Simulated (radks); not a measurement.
The numbers below are computed, except where a source is named.
The selenium anion Se2-, [Kr], held by a Watson sphere: a shell of charge +2 at radius R that stands for the Madelung well of a crystal (potential energy -2/R inside, -2/r outside, in hartree with lengths in bohr). Code: a radial shooting solver on a logarithmic mesh with Libxc functionals. Model: scalar-relativistic Kohn-Sham, LDA (Slater exchange, Perdew-Wang correlation), spin-polarised, spherical densities, finite nucleus; Fermi nuclear charge, rms radius of each element as measured or else 0.836 A^(1/3) + 0.57 fm. Response by self-consistent Sternheimer equations with the Hartree and adiabatic LDA kernel, the relativistic mass of each level held fixed and spin-orbit coupling left out. The sphere does not respond.

| R (bohr) | e(3d) (eV) | e(4s) (eV) | e(4p) (eV) | <r> 4p (bohr) | sum of <r^2> (bohr^2) | X-ray form factor at sin(theta)/lambda = 0.1 1/angstrom | alpha (bohr^3) |
|---|---|---|---|---|---|---|---|
| 2.71 | -51.074 | -17.121 | -7.097 | 2.415 | 57.73 | 32.513 | 39.66 |
| 3.32 | -50.394 | -15.811 | -6.003 | 2.558 | 63.54 | 32.296 | 55.56 |
| 3.79 | -49.915 | -15.008 | -5.242 | 2.653 | 67.77 | 32.162 | 71.49 |
| 4.23 | -49.491 | -14.381 | -4.610 | 2.733 | 71.56 | 32.061 | 89.79 |
| 4.3 | -49.426 | -14.291 | -4.517 | 2.745 | 72.16 | 32.047 | 93.04 |
| 4.68 | -49.088 | -13.840 | -4.042 | 2.806 | 75.33 | 31.977 | 112.5 |
